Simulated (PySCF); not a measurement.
Zn(SeH)(SiH3) (H4SeSiZn), SMILES [SeH][Zn][SiH3]. Heavy atoms are numbered as in [Zn:1]([SeH:2])[SiH3:4]. Hydrogens are named by the atom that carries them.

Coordinates come from a B3LYP-D3(BJ)/def2-SVP optimisation. The structure was generated by enumeration; whether it is a known compound was not checked. The values are those of a single conformer.

These are PBE/pcSseg-1 run with PySCF values and carry that method's errors.

GIAO shieldings, no solvent; atoms alike by connectivity are averaged. δ = σ(ref) − σ: ⁷⁷Se against Me2Se (σ = 1634.8 ppm); ¹H against TMS (σ = 31.49 ppm); ²⁹Si against TMS (σ = 335.4 ppm), references at their B3LYP-D3(BJ)/def2-TZVP geometries, non-relativistic.

Computed chemical shifts:
```
nucleus       atoms  count  δ (ppm)
-------  ----------  -----  -------
⁷⁷Se      Se2 (SeH)      1   -443.1
¹H         H on Si4      3     3.54
¹H         H on Se2      1     0.21
²⁹Si     Si4 (SiH3)      1   -135.6
```
